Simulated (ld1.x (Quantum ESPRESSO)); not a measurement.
## Transferability test, TM potential for S

S, norm-conserving Troullier–Martins (Kleinman–Bylander form), made with ld1.x (Quantum ESPRESSO) 7.5 (PBE, non-relativistic). Core [Ne], reference 3s2 3p2 (charge +2). Waves: 3s (bound): rc 1.20 bohr; 3p (bound): rc 1.60 bohr; 3d channel at -0.05 Ry: rc 1.20 bohr. Local part: the d channel. Core correction: Bessel-smoothed model core inside 0.75 bohr.

Energies are relative to the spin-unpolarised reference configuration 3s2 3p2; without spin polarisation the order of configurations can differ from experiment. Not all tests gave a result: 3 of 7 tests not solved or not reliable. Left out of the table: 3s2 3p4 (solver errors, printed error -164 eV); 3s2 3p0 (solver errors, printed error -29.1 eV); 3s2 3p4.3 (solver errors, printed error -240 eV).

| valence configuration | charge | ΔE all-electron (eV) | error AE − PS (meV) |
| --- | --- | --- | --- |
| 3s2 3p3 | +1 | -22.296 | +39 |
| 3s2 3p1 | +3 | 34.050 | +105 |
| 3s1 3p4 | +1 | -11.554 | +14 |

What are ΔE and the potential's error for 3s0 3p6?

ΔE = -13.599 eV all-electron; the error (AE − PS) is +18 meV.

Note: ghost state, extra bound levels that the all-electron valence spectrum of the same l lacks: s at -35.4 eV. A true bound ghost makes a file unfit for plane-wave use.
